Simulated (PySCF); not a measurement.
Electrostatic solvation of a mixed set.

Level: B3LYP/def2-SVPD in PySCF, non-relativistic, each on one gas-phase PBE0-D3(BJ)/def2-SVP geometry that isn't relaxed in the solvent. The solvent is an IEF-PCM continuum (cavity from Bondi-type radii × 1.2). Only the electrostatic response of the medium enters. Spin–orbit coupling is left out although an atom past zinc is present.

Question: Order them by E(solvent) − E(gas) in benzene (ε = 2.271), most negative first (kcal/mol).
A. diketocyclobutene, `O=c1ccc1=O`
B. (GeH3)3P, `[GeH3][P]([GeH3])[GeH3]`
C. `[CH2:1]=[CH:2][P:3]1[CH:4]=[CH:5]1` with C1–C2–P3–C4 -159°

Answer: A (-3.9), C (-1.2), B (-0.3).

```json
{"SMILES": "O=c1ccc1=O", "charge": "0", "ΔE (kcal/mol)": "-3.9", "polarisation term (kcal/mol)": "-4.4", "HOMO shift (eV)": "+0.02", "dipole gas (D)": "4.76", "dipole solvent (D)": "5.46", "atoms": "8", "lowest singlet, gas (eV)": "3.17", "lowest singlet, solvent (eV)": "3.32"}
{"SMILES": "C=CP1C=C1", "charge": "0", "ΔE (kcal/mol)": "-1.2", "polarisation term (kcal/mol)": "-1.3", "HOMO shift (eV)": "-0.01", "dipole gas (D)": "1.38", "dipole solvent (D)": "1.62", "atoms": "10", "lowest singlet, gas (eV)": "4.45", "lowest singlet, solvent (eV)": "4.49"}
{"SMILES": "[GeH3][P]([GeH3])[GeH3]", "charge": "0", "ΔE (kcal/mol)": "-0.3", "polarisation term (kcal/mol)": "-0.3", "HOMO shift (eV)": "+0.06", "dipole gas (D)": "0.50", "dipole solvent (D)": "0.62", "atoms": "13", "lowest singlet, gas (eV)": "5.65", "lowest singlet, solvent (eV)": "5.65"}
```

The polarisation term is half the interaction of the solute with the induced surface charges. Singlets are vertical TDDFT energies (frozen core, non-equilibrium response), the lowest in each medium.
